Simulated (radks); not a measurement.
Ho, 67 electrons, occupied as [Xe] 4f10.5 5d1 6s1.5 (fractional occupations, a model configuration). Method: non-relativistic Kohn-Sham, r2SCAN, spin-polarised, spherical densities, point nucleus; open shells are filled with parallel spins first (spin-orbit coupling, left out, can overturn this in heavy ions); meta-GGA in the generalised Kohn-Sham scheme; relativity is left out, which matters for an element this heavy; computed with a radial shooting solver on a logarithmic mesh with Libxc functionals. Some entries of the table are withheld. Estimate them.

| orbital | occ. | eigenvalue (hartree) | <1/r> (bohr^-1) | r(max) (bohr) |
|---|---|---|---|---|
| 1s up | 1 | -1906.318 | 66.45 | 0.01501 |
| 1s down | 1 | -1906.317 | 66.45 | 0.01501 |
| 2s up | 1 | -307.2673 | 15.51 | 0.08203 |
| 2s down | 1 | -307.2651 | 15.51 | 0.08203 |
| 2p up | 3 | -292.8795 | 15.52 | 0.06385 |
| 2p down | 3 | -292.8778 | 15.52 | 0.06385 |
| 3s up | 1 | -68.53902 | 5.896 | 0.2273 |
| 3s down | 1 | -68.45059 | 5.901 | 0.2272 |
| 3p up | 3 | -62.05002 | 5.830 | 0.2150 |
| 3p down | 3 | -61.96923 | 5.834 | 0.2149 |
| 3d up | 5 | -49.98796 | 5.728 | 0.1713 |
| 3d down | 5 | -49.92923 | 5.732 | 0.1712 |
| 4s up | 1 | -13.48303 | 2.514 | 0.5168 |
| 4s down | 1 | -13.33037 | 2.512 | 0.5168 |
| 4p up | 3 | -10.87027 | 2.417 | 0.5209 |
| 4p down | 3 | -10.71678 | 2.415 | 0.5208 |
| 4d up | 5 | -6.19525 | 2.210 | 0.5248 |
| 4d down | 5 | -6.04083 | 2.206 | 0.5248 |
| 5s up | 1 | -1.69707 | 0.9553 | 1.216 |
| 5s down | 1 | -1.63113 | 0.9428 | 1.226 |
| 5p up | 3 | -0.99980 | 0.8391 | 1.330 |
| 5p down | 3 | -0.94313 | 0.8291 | 1.341 |
| 4f up | 7 | -0.41598 | 1.693 | 0.5134 |
| 4f down | 3.5 | -0.27310 | 1.667 | 0.5152 |
| 6s up | 1 | -0.14449 | 0.2912 | 3.639 |
| 6s down | 0.5 | -0.10644 | 0.2615 | 3.928 |
| 5d up | 1 | -0.08041 | 0.4649 | (1) |
| 5d down | 0 | -0.03514 | 0.4363 | (2) |

Answer. 
(1) 5d up r(max) (bohr): 1.899
(2) 5d down r(max) (bohr): 1.903
